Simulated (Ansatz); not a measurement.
These are frozen-core CCSD(T)/cc-pVTZ // B3LYP-D3(BJ)/def2-TZVP (Ansatz, a program for electronic structure) values and carry that method's errors.

Ansatz 0.2 input:
```yaml
crystal:
  periodic: [false, false, false]
  atoms:
    - { symbol: C, position_ang: [1.527779, 0.333026, 0.020149] }
    - { symbol: Si, position_ang: [-0.277762, 0.394039, -0.521152] }
    - { symbol: C, position_ang: [-1.09945, -1.28799, -0.328301] }
    - { symbol: S, position_ang: [-1.421549, 1.727967, 0.741452] }
    - { symbol: H, position_ang: [1.996669, 1.315695, -0.040405] }
    - { symbol: H, position_ang: [2.090409, -0.35238, -0.617478] }
    - { symbol: H, position_ang: [1.595086, -0.017534, 1.053983] }
    - { symbol: H, position_ang: [-0.608987, -2.023721, -0.968542] }
    - { symbol: H, position_ang: [-2.154231, -1.248131, -0.602276] }
    - { symbol: H, position_ang: [-1.025142, -1.633298, 0.70707] }
    - { symbol: H, position_ang: [-0.622822, 2.792327, 0.555501] }
basis:
  gaussian: { orbitals: cc-pVTZ }
correlation:
  method: ccsd_t
magnetization:
  spin_polarized: true
  initial_magnetization: 1
```

Output:

```
Functional definition: HF
1260 factors; integrals over basis functions are off by at most 1.2e-3 eV
mean field evaluation 1: about -20849.9036 eV, gradient 2.4e1 eV
mean field evaluation 2: about -20849.9111 eV, gradient 2.4e1 eV
mean field evaluation 4: about -20853.3805 eV, gradient 2.6e0 eV
mean field evaluation 8: about -20853.4794 eV, gradient 2.3e-3 eV
mean field evaluation 16: about -20853.4698 eV, gradient 2.6e-1 eV
mean field evaluation 32: about -20849.0182 eV, gradient 2.8e-1 eV
mean field -20853.47937085 eV, -766.3512318829 hartree, gradient 4.7e-6 eV, S^2 0.755014; 0 other end points of the search recorded, 0 dependent functions left out
12 core orbitals not correlated
reference -20853.47937085 eV, -766.3512318829 hartree; 13, 12 occupied and 201, 202 virtual orbitals, 1260 factors
second order -17.37330644 eV of doubles, -0.00000000 eV of singles
cycle   1  -18.35357852 eV  change   -9.8e-1 eV  update   8.7e-2
cycle   2  -18.80961999 eV  change   -4.6e-1 eV  update   2.7e-2
cycle   3  -18.87695436 eV  change   -6.7e-2 eV  update   1.2e-2
cycle   4  -18.87271707 eV  change    4.2e-3 eV  update   4.4e-3
cycle   5  -18.87189341 eV  change    8.2e-4 eV  update   2.3e-3
cycle   6  -18.87190015 eV  change   -6.7e-6 eV  update   9.8e-4
cycle   7  -18.87210740 eV  change   -2.1e-4 eV  update   4.0e-4
cycle   8  -18.87224155 eV  change   -1.3e-4 eV  update   1.5e-4
cycle   9  -18.87222247 eV  change    1.9e-5 eV  update   5.8e-5
cycle  10  -18.87220724 eV  change    1.5e-5 eV  update   2.0e-5
perturbative correction -0.78639382 eV, -0.0288994398 hartree
Total energy: -20873.13797191 eV, -767.0736721465 hartree
```

Cost: about 13 core-minutes (a rough figure).
